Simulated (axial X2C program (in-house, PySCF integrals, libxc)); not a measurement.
# SeOH⁺: properties at the nuclei

Computed with an in-house all-electron X2C program for linear molecules (integrals from PySCF): two-component X2C with atomic mean-field Coulomb and Gaunt terms, Gaussian nuclei, basis Se dyall-v3z, O dyall-av3z, H dyall-v3z with contracted cores.

Se–O–H held linear, with bonds 1.642 and 0.971 Å (near the PBE0 minimum at charge 1 of the determinant lowest at the starting distance; the state shown can have its own minimum elsewhere, held linear; other orders of the atoms were not compared).

Input and command:
```json
{"zs": [34, 8, 1], "q": 1, "bas": ["dyall-v3z", "dyall-av3z", "dyall-v3z"], "r0": [1.79, 0.96], "symm": 0, "scan": ["PBE0", "HF", "r2SCAN"], "levels": ["PBE0", "HF", "PBE"], "nst": 2}
```
```bash
python solin.py task.json out
```

Keys: zs atomic numbers; q charge; bas basis sets; r0 starting distance in Å; symm equal bonds; scan levels of the two-bond scan; levels methods; nst determinants followed.

Determinant lowest in the PBE0 search, Ω = 1 (⟨Sz⟩ = 1.00, ⟨Lz⟩ = 0.00 at PBE0), spin on the atoms Se 0.85, O 0.16, H -0.01:

```json
{"level": "PBE0", "Eeff magnitude (GV/cm)": "0.0489", "Ws magnitude Se (kHz)": "0.0626", "A∥/gI Se (MHz)": "-619", "qzz Se (a.u.)": "5.19", "A∥/gI O (MHz)": "-22.7", "qzz O (a.u.)": "1.83", "A∥/gI H (MHz)": "0.409", "qzz H (a.u.)": "0.43"}
{"level": "HF", "Eeff magnitude (GV/cm)": "0.797", "Ws magnitude Se (kHz)": "0.388", "A∥/gI Se (MHz)": "-455", "qzz Se (a.u.)": "4.47", "A∥/gI O (MHz)": "47.4", "qzz O (a.u.)": "1.97", "A∥/gI H (MHz)": "-0.677", "qzz H (a.u.)": "0.42"}
{"level": "PBE", "Eeff magnitude (GV/cm)": "0.127", "Ws magnitude Se (kHz)": "0.0164", "A∥/gI Se (MHz)": "-654", "qzz Se (a.u.)": "5.41", "A∥/gI O (MHz)": "-42.1", "qzz O (a.u.)": "1.79", "A∥/gI H (MHz)": "0.84", "qzz H (a.u.)": "0.43"}
```

Determinant 0.70 eV from it at PBE0 and this distance, Ω = 0 (closed shell), highest spinor 67% Se p, 19% O p, 6% O d:

```
level  qzz Se (a.u.)  qzz O (a.u.)  qzz H (a.u.)
 PBE0           5.56          1.76          0.43
   HF           4.81          1.87          0.42
  PBE           5.78          1.73          0.43
```

Eeff is the effective electric field on the electron electric dipole moment in this Ω state and Ws the scalar–pseudoscalar constant of the nucleus named (defined with the proton number Z and per Ω); A∥ (defined per Ω) follows by multiplying with gI = μI/(I μN); qzz is the electric field gradient, eQq0 = 234.96 MHz × Q/barn × qzz. The operators were transformed with the bare-nucleus X2C matrices; with these basis sets, hyperfine constants and field gradients can be off by tens of per cent, and where levels differ in sign neither size nor sign is settled.

Problem. With gI(77Se) = 1.0701, Q(17O) = -0.02558 barn (g factors from the IAEA table of nuclear moments by Stone; Q from Pyykkö, Mol. Phys. 2018), turn the PBE0 values of the first state into constants in MHz.

Solution. A∥(77Se) = -619 × 1.0701 = -662 MHz; eQq0(17O) = 234.96 × (-0.02558) × (1.83) = -11 MHz.

The molecule was held linear; bending was not examined, so a bent shape may lie lower.

Each state is one determinant with collinear spin, which with several unpaired electrons need not be a pure state. Unrestricted Hartree–Fock can overshoot spin polarisation at the nuclei. In the state Ω = 1 the sign of Eeff differs between levels (PBE against PBE0). A closed determinant beside an open π² or δ² triplet, such as (π1/2)², mixes with its partner pair into the 0⁺ component of the triplet and ¹Σ⁺, so its energy is not that of a level, and 0⁺ can lie lowest. With several open shells hyperfine constants can be off by a factor of several. Where Eeff spreads by more than a factor of two the levels disagree and none is to be relied on. Open-shell Ω = 0 determinants with evenly filled partner blocks cannot be reached by this program, so the Ω shown need not be the lowest component. The search compared states at one distance, so a state with another bond length can lie lower. The sign of Ws at Se differs between levels in the first state. Where a field gradient or hyperfine factor spreads by more than a factor of two over the levels, a constant derived from it is not to be relied on. PBE0 term energies can be off by some tenths of an eV.
